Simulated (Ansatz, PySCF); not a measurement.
Spin states of O2Ru (SMILES [O]=[Ru]=[O]), each relaxed with B3LYP-D3(BJ)/def2-TZVP.
State 1 (charge 0, multiplicity 1):
```tsv
atom	x (Å)	y (Å)	z (Å)
Ru	0.1461	-0.0442	0.1559
O	1.1599	0.2401	-1.1432
O	-1.3393	-0.1486	0.9169
```
State 2 (charge 0, multiplicity 5):
```tsv
atom	x (Å)	y (Å)	z (Å)
Ru	0.3813	-0.1340	0.4243
O	0.9014	0.2631	-1.1612
O	-1.3160	-0.0818	0.6666
```

Singlets are restricted, other states unrestricted; no spin–orbit coupling, no relativity up to Kr; see below for the cores. The largest T1 diagnostic is 0.096.

The values were computed with Ansatz (Gaussian basis) for Hartree–Fock, density functionals and correlated methods; PySCF for the dispersion terms. Values without a source in brackets are computed. In def2 rows elements past Kr take small-core potentials, without spin–orbit coupling.

Q: One of these levels gives 18.92 kcal/mol for the energy of the multiplicity-5 state less that of the multiplicity-1 state. Which?
A) BHLYP-D4/def2-TZVPP
B) PBE0-D4/def2-TZVPP
C) PBE/def2-TZVPP
D) B97M-V/def2-TZVPP

A: C, PBE/def2-TZVPP. The others give 12.48 (B97M-V/def2-TZVPP), 15.96 (PBE0-D4/def2-TZVPP), 13.87 (BHLYP-D4/def2-TZVPP)

Ansatz is a first-principles code.
